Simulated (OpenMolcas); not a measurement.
## GaNH3 (SMILES [NH2][GaH]): the vertical energy of the quartet above the doublet, rung by rung

The species is GaNH3 (5 atoms), meant as a doublet with charge 0. As SMILES, `[NH2][GaH]`. The coordinates come from a PBE0-D4/def2-TZVP relaxation. This is one conformer, not always the lowest.

Quantity: the vertical energy of the quartet above the doublet, in eV. The values are calculated.

```
             level             kind     program  value (eV)  CPU time (all runs)
     UHF/def2-TZVP     Hartree–Fock  OpenMolcas        3.50                 24 s
  USVWN5/def2-TZVP              LDA  OpenMolcas        5.10              1.7 min
   UBLYP/def2-TZVP              GGA  OpenMolcas        4.93              2.4 min
U-r2SCAN/def2-TZVP         meta-GGA  OpenMolcas        4.50              2.2 min
  UM06-L/def2-TZVP         meta-GGA  OpenMolcas        4.87              2.3 min
  UBHLYP/def2-TZVP    global hybrid  OpenMolcas        4.56                 97 s
 UM06-2X/def2-TZVP  hybrid meta-GGA  OpenMolcas        4.90              2.3 min
   UPBE0/def2-TZVP    global hybrid  OpenMolcas        4.61                 96 s
```

All-electron rows without a relativistic Hamiltonian named are non-relativistic. The values span 3.50 to 5.10 eV. Times are those of the runs behind each value, whatever else they computed, on shared processors of several kinds: orders of magnitude only.
